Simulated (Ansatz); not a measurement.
`[Br][InH][Br]` + NH₃ → `[NH2][InH][Br]` + HBr at 500 K and 1 bar (ligand exchange at the In–Br bond).

Isolated molecules relaxed with PBE0-D4/def2-TZVP in Ansatz; ΔE leaves out vibrations. CCSD(T)/CBS is the MP2 limit (def2-TZVPP, def2-QZVPP) plus CCSD(T) − MP2 in def2-TZVPP, frozen cores. This one scheme is used for every species. Elements past krypton have def2 core potentials. For Br, In outer-core shells are correlated without core-valence functions, which leaves a few kJ/mol of doubt a bond. Scalar relativity is left out up to krypton. One conformer a species, not always the lowest.

| species | CCSD(T)/CBS energy (Eh) | H − E (kJ/mol) | S (J/(mol·K)) |
| --- | --- | --- | --- |
| `[Br][InH][Br]` | -5337.15310 | 50.2 | 372.7 |
| NH₃ | -56.50880 | 108.2 | 211.8 |
| `[NH2][InH][Br]` | -2819.69701 | 118.8 | 378.7 |
| HBr | -2573.91920 | 30.5 | 213.7 |

H − E and S are ideal-gas, rigid-rotor, harmonic terms from PBE0-D4/def2-TZVP, for one conformer and one mirror image of each species. 1 Eh = 2625.50 kJ/mol, R = 8.31446 J/(mol·K).

Question: By hand: ΔE, ΔH, ΔS and ΔG.

Answer: ΔE = (-2819.69701) + (-2573.91920) − (-5337.15310) − (-56.50880) = 0.04569 Eh = 120.0 kJ/mol. Δ(H − E) = 118.8 + 30.5 − 50.2 − 108.2 = -9.1, so ΔH = 110.9 kJ/mol. ΔS = 378.7 + 213.7 − 372.7 − 211.8 = 7.9 J/(mol·K). ΔG = 110.9 − 500 × (7.9)/1000 = 107.0 kJ/mol.

Question: By hand: the equilibrium constant, and the temperature at which ΔG would vanish if ΔH and ΔS stayed fixed.

Answer: log₁₀ K = −ΔG/(RT ln 10) = -11.2. ΔG = 0 at ΔH/ΔS = 14038 K, far beyond where these terms or the molecules hold.

The number of gas molecules stays the same, so ΔS is small and ΔH decides. A doubt of 5 kJ/mol in ΔE shifts log₁₀ K by 0.5 here. Other conformers and mirror images would add mixing entropy, several J/(mol·K) or more a flexible species. These are equilibria of isolated gas molecules and say nothing of rates. Largest T1 diagnostic: 0.013 (customary marks: 0.02 for closed shells, 0.045 for open ones).
